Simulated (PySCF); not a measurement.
Electron correlation in Se(2+) (selenium, charge +2)

[Ar] 3d10 4s2 4p2, high-spin 3P determinant. Calculation: PySCF 2.14, in aug-cc-pVDZ-PP with ECP10MDF (5s4p3d, 32 functions); a scalar-relativistic core potential. Frozen: 3s2 3p6 3d10; 4 electrons correlated.

MP2 pair energies summed by pair of shells (mhartree):

```csv
pair,energy,share (%)
4s-4p,-26.81,60.9
4s-4s,-12.80,29.1
4p-4p,-4.41,10.0
```

Total MP2 correlation energy: -44.02 mhartree.

Same-spin part -7.01 and opposite-spin part -37.01 mhartree; SCS-MP2 scales them by 1/3 and 6/5 to -46.75 mhartree.

```csv
level,correlation energy (mhartree)
CCSD,-60.52
(T),-0.60
CCSD(T),-61.12
```

Diagnostics: T1 = 0.0060, D1 = 0.0164, largest double amplitude 0.095.

Cost of the coupled-cluster step: 0.27 s of wall time on 1 thread of Neoverse-N1 (shared host), for 4 correlated electrons.
